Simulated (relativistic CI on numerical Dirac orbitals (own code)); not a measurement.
**Ru+ (4d7) in a crystal field**

Calculated by Dirac-Coulomb-Breit CI, KLI orbitals optimised for each configuration, model QED (radiative potential, 1s self-energy scaled to tabulated hydrogen-like ionisation energies), valence Slater integrals scaled by 0.85, one configuration in a parametric crystal field (own radial code).

Field parameters in Wybourne normalisation: Oh B⁴₀ = 21Dq, B⁴₄ = √(5/14) B⁴₀. The field is a parameter set, without covalency.

S and J are read from ⟨S²⟩ = S(S + 1) and ⟨J²⟩ = J(J + 1) of each level; they are not fictitious spins.

Oh, 10Dq = 3450 cm⁻¹, the lowest 10 levels:

```
E (cm⁻¹)  Degeneracy  Irrep     S     J
     0.0           2     Γ6  1.49  4.41
     457           4     Γ8  1.49  4.19
    1244           4     Γ8  1.49  3.72
    1745           2     Γ7  1.50  3.05
    3947           2     Γ6  1.50  3.59
    3955           4     Γ8  1.48  3.59
    4317           4     Γ8  1.49  2.80
    4512           2     Γ7  1.49  3.01
    7796           4     Γ8  1.49  2.87
   10034           4     Γ8  0.53  4.22
```

Principal g values of the ground doublet: 4.78, 4.78, 4.78.

Oh, 10Dq = 6200 cm⁻¹, the lowest 16 levels:

```csv
E (cm⁻¹),Degeneracy,Irrep,S,J
0.0,2,Γ6,1.49,4.35
508,4,Γ8,1.49,4.03
1319,4,Γ8,1.48,3.38
1705,2,Γ7,1.50,2.97
6314,2,Γ6,1.49,3.62
6317,4,Γ8,1.46,3.55
6501,4,Γ8,1.49,3.19
6853,2,Γ7,1.49,3.10
7635,4,Γ8,0.56,4.12
12036,4,Γ8,0.59,4.51
12758,4,Γ8,1.36,3.30
12998,2,Γ6,0.51,4.65
13041,4,Γ8,0.70,3.71
13226,2,Γ7,0.56,3.61
14538,4,Γ8,1.04,2.39
15347,2,Γ7,1.46,2.56
```

Principal g values of the ground doublet: 4.61, 4.61, 4.61.

Oh, 10Dq = 8950 cm⁻¹, the lowest 10 levels:

```tsv
E (cm⁻¹)	Degeneracy	Irrep	S	J
0.0	2	Γ6	1.50	4.30
495	4	Γ8	1.48	3.93
1210	4	Γ8	1.44	3.26
1656	2	Γ7	1.50	2.93
5114	4	Γ8	0.62	4.03
8689	4	Γ8	1.42	3.55
8775	2	Γ6	1.48	3.65
8899	4	Γ8	1.49	3.38
9277	2	Γ7	1.47	3.14
12090	4	Γ8	0.58	4.58
```

Principal g values of the ground doublet: 4.50, 4.50, 4.50.

Oh, 10Dq = 11700 cm⁻¹, the lowest 16 levels:

```tsv
E (cm⁻¹)	Degeneracy	Irrep	S	J
0.0	2	Γ6	1.50	4.26
323	4	Γ8	1.35	3.80
834	4	Γ8	1.36	3.51
1611	2	Γ7	1.50	2.91
2947	4	Γ8	0.96	3.77
10673	4	Γ8	1.16	3.76
11196	2	Γ6	1.40	3.78
11332	4	Γ8	1.41	3.55
11559	2	Γ7	1.31	3.25
12271	4	Γ8	0.79	4.40
12897	2	Γ6	0.68	4.64
13440	2	Γ7	0.81	3.58
13454	4	Γ8	0.89	3.70
15827	4	Γ8	0.60	2.90
16640	2	Γ6	0.55	2.55
20015	2	Γ7	1.45	2.62
```

Principal g values of the ground doublet: 4.43, 4.43, 4.43.

Oh, 10Dq = 14450 cm⁻¹, the lowest 16 levels:

| E (cm⁻¹) | Degeneracy | Irrep | S | J |
| --- | --- | --- | --- | --- |
| 0.0 | 4 | Γ8 | 0.74 | 3.88 |
| 1208 | 2 | Γ6 | 1.50 | 4.22 |
| 1806 | 4 | Γ8 | 1.48 | 3.79 |
| 2780 | 2 | Γ7 | 1.50 | 2.89 |
| 3175 | 4 | Γ8 | 1.38 | 3.27 |
| 12666 | 4 | Γ8 | 0.67 | 4.28 |
| 13516 | 4 | Γ8 | 0.66 | 4.06 |
| 13582 | 2 | Γ6 | 0.65 | 4.63 |
| 13814 | 2 | Γ7 | 0.69 | 3.60 |
| 15294 | 4 | Γ8 | 1.47 | 3.58 |
| 15416 | 2 | Γ6 | 1.41 | 3.81 |
| 16127 | 4 | Γ8 | 1.32 | 3.51 |
| 16135 | 2 | Γ7 | 1.39 | 3.25 |
| 17287 | 4 | Γ8 | 0.59 | 2.96 |
| 18003 | 2 | Γ6 | 0.53 | 2.59 |
| 23584 | 2 | Γ7 | 1.36 | 2.83 |

The free-ion ground term has S = 3/2. The field overcomes the spin-pairing energy for Oh, 10Dq = 14450 cm⁻¹, where the ground state has lower spin; these fields are assumed values.

Levels of this model without a field, named by their leading LS term: ⁴F9/2 0, ⁴F7/2 1416, ⁴F5/2 2358, ⁴F3/2 2967, ⁴P5/2 10977, ⁴P3/2 11012, ²G9/2 11252, ⁴P1/2 11928 cm⁻¹.
